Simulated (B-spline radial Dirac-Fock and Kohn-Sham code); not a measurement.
Z = 51 (antimony), transition energy 26.5 keV. Calculated with a radial atomic solver, using a Dirac-Hartree-Slater potential of the neutral atom with a Latter tail (no hole, which puts coefficients of high multipoles low close above an edge), finite nucleus with surface currents. The K shell is not open to conversion at this energy. Subshells that would emit electrons below 1 keV are left out.

Task: A pure transition shows α(L) = 0.966, L1/L2 = 2.68 and L1/L3 = 1.69. What is its multipolarity?
A. E4
B. M1
C. E1
D. E3
E. E2
F. M2
G. M3
H. M4

Result: C. For comparison, α(L), L1/L2, L1/L3 are E2 201, 0.0244, 0.0165; E3 22300, 0.00471, 0.00328; E4 1.27e+06, 0.0105, 0.00741; M1 3.39, 12.1, 47.2; M2 289, 11.3, 2.43; M3 25300, 8.59, 0.354; M4 1.57e+06, 6.69, 0.138.
